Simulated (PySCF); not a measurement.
InSe: from constants to spectrum

UHF-CCSD(T) constants of InSe, ²Π (doublet), unpaired electrons π ↑ (PySCF, scalar-relativistic core potentials, basis sets In cc-pVDZ-PP with ECP28, Se cc-pVDZ-PP with ECP10; masses 114.9039 and 79.9165 u):

```
ωe              : 201.8 cm⁻¹
ωexe            : 0.439 cm⁻¹
Be              : 0.050481 cm⁻¹
αe              : 0.000163 cm⁻¹
D (centrifugal) : 1.26e-08 cm⁻¹
De to In + Se   : 2.51 eV
```

Task: Give the vibrational terms G(v) and spacings up to v = 6.

Result: G(v) = ωe(v+½) − ωexe(v+½)².

| v | G(v) (cm⁻¹) | G(v) − G(v−1) | Bv (cm⁻¹) |
| --- | --- | --- | --- |
| 0 | 100.8 |  | 0.05040 |
| 1 | 301.7 | 200.9 | 0.05024 |
| 2 | 501.8 | 200.0 | 0.05007 |
| 3 | 700.9 | 199.2 | 0.04991 |
| 4 | 899.2 | 198.3 | 0.04975 |
| 5 | 1096.6 | 197.4 | 0.04958 |
| 6 | 1293.2 | 196.5 | 0.04942 |

Task: How well does the Morse estimate ωe²/(4ωexe) reproduce De, and what is D0?

Result: It gives 2.88 eV, 115 % of the computed De. D0 = De − G(0) = 2.51 − 0.01 = 2.50 eV.

Correlated steps freeze 8 core orbitals. Correlated levels converge slowly with the basis: in double zeta they bind strong bonds too weakly, by up to about 1 eV, and carry superposition errors of some tenths. These are scalar-relativistic numbers at best; spin–orbit coupling would shift them, the dissociation energy most. The state is the lowest determinant that a PBE0 search found; another state may lie lower at other levels.
